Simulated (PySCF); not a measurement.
Correlation energy of Nb²⁵⁺ (niobium, charge +25)

[Ne] 3s2 3p4, high-spin 3P determinant. All numbers are calculated (PySCF 2.14, scalar relativity by spin-free X2C-1e, in an uncontracted even-tempered set (18 s from 2.7 bohr⁻², ratio 2.5; 12 p from 3.5 bohr⁻², ratio 2.5; 5 d from 18 bohr⁻², ratio 2.7; 4 f from 27 bohr⁻², ratio 2.7)). Frozen: 1s2; 14 electrons correlated; the 21 highest virtual orbitals of each spin left out.

| level | correlation energy (mhartree) |
| --- | --- |
| CCSD | -559.48 |
| (T) | -1.73 |
| CCSD(T) | -561.21 |

Diagnostics: T1 = 0.0011, D1 = 0.0048, largest double amplitude 0.025.

Task: Is a single reference adequate?

Result: Yes, within this model without spin-orbit coupling: T1 lies below 0.03 and no double amplitude reaches 0.07.

At this charge the one-electron X2C treatment keeps the bare 1/r₁₂, with no two-electron picture change or Breit term. The effect here is smaller than on the frozen 1s shell; and a scalar Hamiltonian misses the large spin-orbit splitting of the p shells, which matters for ns² → np² pairs.

Spin-orbit coupling is strong in this species, so the high-spin LS determinant is a model state.
